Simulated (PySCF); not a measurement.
**How methods differ on the excitation energy of Te**

Te [Kr] 4d10 5s2 5p4 (3P) → Te [Kr] 4d10 5s1 5p5 (3P), as a difference of total energies. Computed with PySCF 2.14 in aug-cc-pVDZ-PP with ECP28MDF, with a scalar-relativistic core potential. Correlated levels: valence: 4s2 4p6 4d10 frozen. The calculations carry no spin-orbit coupling.

```json
{"method": "UHF", "excitation energy (cm⁻¹)": "80559"}
{"method": "LDA", "excitation energy (cm⁻¹)": "75762"}
{"method": "PBE", "excitation energy (cm⁻¹)": "74827"}
{"method": "PBE0", "excitation energy (cm⁻¹)": "76521"}
{"method": "r2SCAN", "excitation energy (cm⁻¹)": "75587"}
{"method": "TPSS", "excitation energy (cm⁻¹)": "74722"}
{"method": "M06", "excitation energy (cm⁻¹)": "75996"}
{"method": "r2SCANh", "excitation energy (cm⁻¹)": "76159"}
{"method": "r2SCAN0", "excitation energy (cm⁻¹)": "77017"}
{"method": "MP2 (valence)", "excitation energy (cm⁻¹)": "73674"}
{"method": "SCS-MP2 (valence)", "excitation energy (cm⁻¹)": "72601"}
```

The upper state lies above the first ionisation limit, where it may autoionise and the basis confines it.
